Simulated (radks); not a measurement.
Isoelectronic series with 47 electrons, each ion in its NIST ground configuration. All-electron calculation, scalar-relativistic Kohn-Sham, SCAN, spin-unpolarised, spherical densities, finite nucleus; meta-GGA in the generalised Kohn-Sham scheme; Fermi nuclear charge, rms radius of each element as measured or else 0.836 A^(1/3) + 0.57 fm. Program: a radial shooting solver on a logarithmic mesh with Libxc functionals. Total energies (hartree) and orbital eigenvalues (Ry):

| ion | configuration | E (hartree) | 4d | 4p | 4s |
|---|---|---|---|---|---|
| Ag | [Kr] 4d10 5s1 | -5317.03658 | -0.56482 | -4.44495 | -7.19988 |
| Cd+ | [Kr] 4d10 5s1 | -5595.34493 | -1.53725 | -5.73303 | -8.67247 |
| In2+ | [Kr] 4d10 5s1 | -5881.79505 | -2.72471 | -7.24805 | -10.38269 |
| Sn3+ | [Kr] 4d10 5s1 | -6176.38852 | -4.09581 | -8.95444 | -12.29433 |
| Sb4+ | [Kr] 4d10 5s1 | -6479.14473 | -5.63401 | -10.83374 | -14.38846 |
| Te5+ | [Kr] 4d10 5s1 | -6790.09299 | -7.32928 | -12.87502 | -16.65385 |
| I6+ | [Kr] 4d10 5s1 | -7109.27266 | -9.17497 | -15.07124 | -19.08342 |
| Xe7+ | [Kr] 4d10 5s1 | -7436.71530 | -11.16648 | -17.41766 | -21.67246 |
| Cs8+ | [Kr] 4d10 5s1 | -7772.4646 | -13.30039 | -19.91093 | -24.41780 |
| Ba9+ | [Kr] 4d10 5s1 | -8116.5647 | -15.57418 | -22.54864 | -27.31727 |
| La10+ | [Kr] 4d10 5s1 | -8469.0646 | -17.98590 | -25.32901 | -30.36945 |
| Ce11+ | [Kr] 4d10 5s1 | -8830.0133 | -20.53399 | -28.25072 | -33.57340 |
| Nd13+ | [Kr] 4d10 5s1 | -9577.4676 | -26.03459 | -34.51447 | -40.43473 |
| Pm14+ | [Kr] 4d10 5s1 | -9964.0791 | -28.98529 | -37.85524 | -44.09185 |
| Sm15+ | [Kr] 4d10 4f1 | -10359.6009 | -31.39672 | -40.62770 | -47.15933 |
| Eu16+ | [Kr] 4d10 4f1 | -10763.9148 | -34.57415 | -44.20847 | -51.08037 |
| Gd17+ | [Kr] 4d10 4f1 | -11177.0422 | -37.88445 | -47.92896 | -55.15491 |
| Tb18+ | [Kr] 4d10 4f1 | -11599.0990 | -41.32705 | -51.78884 | -59.38359 |
| Dy19+ | [Kr] 4d10 4f1 | -12030.0237 | -44.90150 | -55.78799 | -63.76621 |
| Ho20+ | [Kr] 4d10 4f1 | -12470.0338 | -48.60740 | -59.92631 | -68.30432 |
| Er21+ | [Kr] 4d10 4f1 | -12919.1153 | -52.44447 | -64.20384 | -72.99821 |
| Tm22+ | [Kr] 4d10 4f1 | -13377.4036 | -56.41246 | -68.62066 | -77.84920 |

Estimate the row of Pr12+ ([Kr] 4d10 5s1).

Answer. E (hartree) -9199.4629; 4d -23.21721; 4p -31.31279; 4s -36.92857.
